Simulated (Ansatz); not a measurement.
`N[SiH](F)P`, relaxed with RKS PBE0-D4/def2-TZVP in Ansatz from a PBE-D4/def2-SVP geometry. The force threshold is 0.005 eV/Å; the program also tests the step.

Total charge 0; spin multiplicity 1.

Start:

```xyz
9

N    -1.549    0.247    0.314
Si    0.040   -0.414    0.364
F     0.722   -0.456    1.866
P     1.340    0.993   -0.845
H    -1.703    1.247    0.464
H    -2.358   -0.304    0.610
H    -0.060   -1.843   -0.081
H     2.531    0.217   -0.613
H     1.037    0.313   -2.079
```

(1) By how much does the energy fall, and how many steps does the optimiser take? (Estimate.)

(2) Which bonds change most? (Best estimate.)

(3) Give the relaxed structure. (An estimate is asked.)

Results:

(1) The calculation gave: 6.39 kJ/mol, in 11 steps, 1 of them rejected.

(2) Ansatz gave: Si2–F3 from 1.651 to 1.607 Å; N1–Si2 from 1.722 to 1.696 Å; Si2–P4 from 2.265 to 2.240 Å; P4–H9 from 1.441 to 1.420 Å.

(3) The calculation gave: 
```xyz
9

N    -1.524    0.240    0.334
Si    0.047   -0.397    0.384
F     0.707   -0.432    1.849
P     1.359    0.969   -0.812
H    -1.706    1.225    0.436
H    -2.332   -0.319    0.553
H    -0.039   -1.812   -0.046
H     2.508    0.150   -0.654
H     0.980    0.375   -2.045
```
